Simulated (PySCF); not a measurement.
Atomic charges against the basis set

Species: 1,1,1,3,3-pentafluoropropane, C3H3F5.
Atom-mapped SMILES: `[F:1][CH:2]([F:3])[CH2:4][C:5]([F:6])([F:7])[F:8]` (hydrogens: H9 on C2; H10, H11 on C4)

PBE0 throughout (PySCF), one geometry, spherical d and f functions. The structure is a single PBE0-D3(BJ)/def2-SVP conformer in the gas phase; no vibrational or solvent corrections. Atoms taken as equivalent share a column and are averaged.

Mulliken charges (e):

| basis | functions | F1/F3 | C2 | C4 | C5 | F6/F7/F8 | H9 | H10/H11 |
| --- | --- | --- | --- | --- | --- | --- | --- | --- |
| STO-3G | 43 | -0.112 | +0.158 | -0.210 | +0.341 | -0.115 | +0.074 | +0.103 |
| 6-31G | 78 | -0.304 | +0.448 | -0.484 | +0.787 | -0.272 | +0.190 | +0.241 |
| pcSseg-0 | 78 | -0.354 | +0.528 | -0.677 | +0.972 | -0.324 | +0.248 | +0.306 |
| 6-31G* | 118 | -0.315 | +0.531 | -0.569 | +0.944 | -0.298 | +0.160 | +0.229 |
| cc-pVDZ | 127 | -0.198 | +0.375 | -0.154 | +0.463 | -0.165 | +0.039 | +0.084 |
| def2-SVP | 127 | -0.223 | +0.425 | -0.169 | +0.506 | -0.180 | +0.040 | +0.093 |
| aug-cc-pVDZ | 211 | -0.451 | +1.305 | -0.050 | +1.566 | -0.473 | -0.321 | -0.089 |
| 6-311+G(2d,p) | 234 | -0.258 | +0.340 | -0.312 | +0.816 | -0.294 | +0.164 | +0.195 |
| def2-TZVP | 266 | -0.180 | +0.238 | -0.226 | +0.425 | -0.155 | +0.094 | +0.147 |
| cc-pVTZ | 282 | -0.180 | +0.340 | -0.280 | +0.471 | -0.154 | +0.041 | +0.124 |
| IGLO-III | 310 | -0.222 | +0.290 | -0.242 | +0.493 | -0.186 | +0.118 | +0.172 |
| pcSseg-2 | 330 | -0.260 | +0.482 | -0.091 | +0.683 | -0.239 | +0.024 | +0.069 |

IAO charges (e):

```
        basis  functions   F1/F3      C2      C4      C5  F6/F7/F8      H9  H10/H11
       STO-3G         43  -0.138  +0.193  -0.360  +0.452    -0.143  +0.109   +0.157
        6-31G         78  -0.277  +0.397  -0.358  +0.743    -0.260  +0.161   +0.195
     pcSseg-0         78  -0.271  +0.399  -0.374  +0.746    -0.257  +0.155   +0.194
       6-31G*        118  -0.292  +0.456  -0.351  +0.817    -0.278  +0.139   +0.179
      cc-pVDZ        127  -0.292  +0.453  -0.353  +0.812    -0.276  +0.142   +0.180
     def2-SVP        127  -0.293  +0.455  -0.348  +0.813    -0.277  +0.140   +0.178
  aug-cc-pVDZ        211  -0.301  +0.457  -0.352  +0.823    -0.283  +0.151   +0.186
6-311+G(2d,p)        234  -0.302  +0.456  -0.353  +0.822    -0.283  +0.152   +0.187
    def2-TZVP        266  -0.303  +0.464  -0.357  +0.833    -0.285  +0.148   +0.186
      cc-pVTZ        282  -0.301  +0.463  -0.358  +0.831    -0.284  +0.148   +0.185
     IGLO-III        310  -0.303  +0.459  -0.356  +0.827    -0.284  +0.151   +0.188
     pcSseg-2        330  -0.303  +0.463  -0.358  +0.832    -0.285  +0.150   +0.187
```

Hirshfeld charges (e):

| basis | functions | F1/F3 | C2 | C4 | C5 | F6/F7/F8 | H9 | H10/H11 |
| --- | --- | --- | --- | --- | --- | --- | --- | --- |
| STO-3G | 43 | -0.081 | +0.164 | -0.061 | +0.255 | -0.085 | +0.005 | +0.028 |
| 6-31G | 78 | -0.109 | +0.158 | -0.091 | +0.262 | -0.096 | +0.051 | +0.064 |
| pcSseg-0 | 78 | -0.103 | +0.156 | -0.098 | +0.261 | -0.092 | +0.045 | +0.058 |
| 6-31G* | 118 | -0.101 | +0.149 | -0.090 | +0.251 | -0.091 | +0.044 | +0.060 |
| cc-pVDZ | 127 | -0.092 | +0.140 | -0.111 | +0.248 | -0.084 | +0.042 | +0.059 |
| def2-SVP | 127 | -0.097 | +0.146 | -0.111 | +0.258 | -0.088 | +0.044 | +0.060 |
| aug-cc-pVDZ | 211 | -0.099 | +0.141 | -0.118 | +0.256 | -0.088 | +0.052 | +0.067 |
| 6-311+G(2d,p) | 234 | -0.102 | +0.143 | -0.112 | +0.256 | -0.091 | +0.053 | +0.068 |
| def2-TZVP | 266 | -0.099 | +0.141 | -0.112 | +0.254 | -0.089 | +0.050 | +0.066 |
| cc-pVTZ | 282 | -0.096 | +0.140 | -0.114 | +0.253 | -0.087 | +0.048 | +0.064 |
| IGLO-III | 310 | -0.099 | +0.141 | -0.117 | +0.256 | -0.089 | +0.051 | +0.067 |
| pcSseg-2 | 330 | -0.099 | +0.140 | -0.115 | +0.255 | -0.089 | +0.051 | +0.067 |

ESP-fitted charges (e):

| basis | functions | F1/F3 | C2 | C4 | C5 | F6/F7/F8 | H9 | H10/H11 |
| --- | --- | --- | --- | --- | --- | --- | --- | --- |
| STO-3G | 43 | -0.144 | +0.382 | -0.469 | +0.593 | -0.164 | -0.005 | +0.139 |
| 6-31G | 78 | -0.279 | +0.657 | -0.622 | +0.819 | -0.250 | +0.025 | +0.215 |
| pcSseg-0 | 78 | -0.300 | +0.742 | -0.709 | +0.959 | -0.281 | +0.007 | +0.221 |
| 6-31G* | 118 | -0.185 | +0.360 | -0.398 | +0.468 | -0.154 | +0.064 | +0.170 |
| cc-pVDZ | 127 | -0.207 | +0.432 | -0.435 | +0.562 | -0.180 | +0.051 | +0.172 |
| def2-SVP | 127 | -0.219 | +0.469 | -0.476 | +0.593 | -0.188 | +0.049 | +0.184 |
| aug-cc-pVDZ | 211 | -0.213 | +0.423 | -0.507 | +0.562 | -0.180 | +0.077 | +0.206 |
| 6-311+G(2d,p) | 234 | -0.213 | +0.406 | -0.485 | +0.553 | -0.181 | +0.085 | +0.205 |
| def2-TZVP | 266 | -0.205 | +0.403 | -0.501 | +0.540 | -0.174 | +0.079 | +0.206 |
| cc-pVTZ | 282 | -0.199 | +0.385 | -0.469 | +0.516 | -0.168 | +0.077 | +0.196 |
| IGLO-III | 310 | -0.203 | +0.384 | -0.496 | +0.521 | -0.170 | +0.088 | +0.209 |
| pcSseg-2 | 330 | -0.222 | +0.459 | -0.552 | +0.613 | -0.193 | +0.071 | +0.216 |

Some averages cover members that differ in this geometry, most widely: H10/H11, ESP-fitted in 6-31G +0.197 to +0.232; H10/H11, ESP-fitted in pcSseg-0 +0.204 to +0.238; H10/H11, Mulliken in aug-cc-pVDZ -0.105 to -0.072; H10/H11, ESP-fitted in pcSseg-2 +0.201 to +0.230 e.

**Question.** Which scheme is steadiest as the basis changes?

**Answer.** Largest range over the bases for any column: Hirshfeld 0.06 e, IAO 0.38 e, ESP-fitted 0.49 e, Mulliken 1.23 e. Hirshfeld charges move least and Mulliken charges most, counted in e. Without the minimal STO-3G basis the ranges are Hirshfeld 0.03, IAO 0.09, ESP-fitted 0.49, Mulliken 1.14 e.

**Question.** How much do the charges still move between the two largest bases, IGLO-III and pcSseg-2?

**Answer.** At most, over all atoms: Mulliken 0.193 e, IAO 0.005 e, Hirshfeld 0.002 e, ESP-fitted 0.092 e.

**Question.** What do the same runs give for the total energy, the frontier levels and the dipole moment?

**Answer.** 
| basis | energy (Eh) | HOMO (eV) | LUMO (eV) | μ (D) |
| --- | --- | --- | --- | --- |
| STO-3G | -606.1465 | -5.37 | 8.20 | 0.79 |
| 6-31G | -614.5842 | -10.10 | 2.33 | 1.64 |
| pcSseg-0 | -613.3188 | -10.12 | 2.01 | 1.62 |
| 6-31G* | -614.7366 | -9.69 | 2.77 | 1.30 |
| cc-pVDZ | -614.7829 | -9.82 | 2.05 | 1.35 |
| def2-SVP | -614.2853 | -9.98 | 1.99 | 1.41 |
| aug-cc-pVDZ | -614.8353 | -10.18 | -0.04 | 1.45 |
| 6-311+G(2d,p) | -614.9540 | -10.23 | 0.35 | 1.49 |
| def2-TZVP | -615.0196 | -10.14 | 1.38 | 1.44 |
| cc-pVTZ | -614.9860 | -10.05 | 1.46 | 1.40 |
| IGLO-III | -615.0275 | -10.19 | 0.93 | 1.45 |
| pcSseg-2 | -615.0143 | -10.21 | 0.75 | 1.48 |

The dipole is fixed by the density alone, so its range of 0.85 D shows that the density itself changes with the basis, not only its division among atoms.
